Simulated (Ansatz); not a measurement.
Mulliken charges of `N#C[Si](Cl)(C#N)C#N` from PBE/def2-TZVPP in Ansatz (PBE0-D4/def2-TZVP geometry).

```json
{"atom": "N1", "x (Å)": "1.070", "y (Å)": "2.544", "z (Å)": "-0.776", "charge (e)": "0.083"}
{"atom": "C2", "x (Å)": "0.744", "y (Å)": "1.515", "z (Å)": "-0.374", "charge (e)": "-0.237"}
{"atom": "Si3", "x (Å)": "0.241", "y (Å)": "-0.115", "z (Å)": "0.276", "charge (e)": "0.551"}
{"atom": "Cl4", "x (Å)": "1.453", "y (Å)": "-0.685", "z (Å)": "1.766", "charge (e)": "-0.088"}
{"atom": "C5", "x (Å)": "0.297", "y (Å)": "-1.320", "z (Å)": "-1.095", "charge (e)": "-0.237"}
{"atom": "N6", "x (Å)": "0.340", "y (Å)": "-2.086", "z (Å)": "-1.953", "charge (e)": "0.083"}
{"atom": "C7", "x (Å)": "-1.484", "y (Å)": "0.008", "z (Å)": "0.860", "charge (e)": "-0.237"}
{"atom": "N8", "x (Å)": "-2.568", "y (Å)": "0.082", "z (Å)": "1.240", "charge (e)": "0.083"}
```

**Question.** By hand: the dipole of these point charges (1 e Å = 4.8032 D).

**Answer.** Σ q r = (0.014, -0.006, 0.017) e Å, of length 0.023 e Å = 0.11 D.

**Question.** How does the dipole of the full density compare? (Estimate.)

**Answer.** Computed: (0.311, -0.146, 0.383) e Å, 2.47 D; the point charges give 0.04 times that, at 1° from its direction.

Point charges leave out the atoms' own dipoles, such as those of lone pairs, and Mulliken's split depends on the basis, so the two needn't agree.
